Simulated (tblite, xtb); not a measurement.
I₄Ta (SMILES [I][Ta+]([I])([I])[I]), charge +1, singlet, geometry from GFN2-xTB (such geometries of metal compounds can be far from the true shape) (the multiplicity is a formal guess). Base run: xtb with GFN1-xTB.

Geometry (Å):
```xyz
5

Ta     0.0000     0.0000     0.0000
I      2.1100    -0.6098    -1.5085
I      0.7887     0.3874     2.5154
I     -1.1408     2.2230    -0.9255
I     -1.7579    -2.0006    -0.0815
```
Charge +1, spin multiplicity 1.
All else is at xtb's defaults.
Base energy -17.50533 Eh.

Programs used: tblite, xtb; a row that names a program was run with it.

Variants of this job, named by their change:

```
change                                                         ΔE vs base (mEh)  HOMO-LUMO gap (eV)  SCF cycles
-------------------------------------------------------------  ----------------  ------------------  ----------
base                                                                      0.000                2.31           7
program = tblite; method = gfn1; option = (--efield, 0,0,0.1)            -0.484                   -           -
alpb = thf                                                           (withheld)          (withheld)           8
acc = 30                                                                  0.000                2.31           7
acc = 0.1                                                                 0.000                2.31           8
etemp = 1000                                                              0.000                2.31           7
acc = 1000                                                                0.001                2.31           6
acc = 0.0001                                                              0.000                2.31          11
```

### Question
Fill in the missing entries.

### Answer

- alpb = thf, ΔE vs base (mEh): -33.511
- alpb = thf, HOMO-LUMO gap (eV): 2.22

ALPB and GBSA are two models with their own fitted parameters for each solvent, which aren't always the measured dielectric constant.
